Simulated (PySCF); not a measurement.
CH3Cl2Sn, SMILES [CH3][Sn]([Cl])[Cl], multiplicity 2.

Coordinates come from a PBE0-D3(BJ)/def2-SVP optimisation. The spin state was assumed, not searched. The isomer is the one that the SMILES or the coordinates give; other isomers of the formula were not compared. The def2 effective core potentials stand for the cores of Sn; spin–orbit coupling is left out.

Two levels are set side by side: PBE/def2-TZVP (PySCF) and ωB97X/def2-TZVP (PySCF). Same geometry, gas phase. Differences are taken from unrounded values.

```csv
quantity,ωB97X,PBE,PBE minus ωB97X
α-spin orbital gap (eV),10.23,4.24,-5.99
β-spin orbital gap (eV),8.23,2.45,-5.77
dipole moment (D),3.80,3.47,-0.32
mean polarisability (bohr³),78.4,82.3,3.9
```

PBE's more diffuse valence density responds more strongly to a field. Differences between two approximate levels are no errors against the true value.

Rough cost on one machine, each run with all the roots and properties that it gave: ωB97X against PBE within a factor of 2.
